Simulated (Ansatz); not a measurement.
Name a neutral molecule of Al, O, Si and H with size of the dipole moment (PBE/def2-TZVPP) between 1.65 and 1.95 D and HOMO energy (PBE/def2-TZVPP) between -5.30 and -5.00 eV (Ansatz, PBE0-D4/def2-TZVP geometry).

`[SiH3][Al]1[O][SiH2]1` (1.77 D, -5.17 eV). Other molecules can fit too; these were computed, each in one conformer that needn't be the lowest.
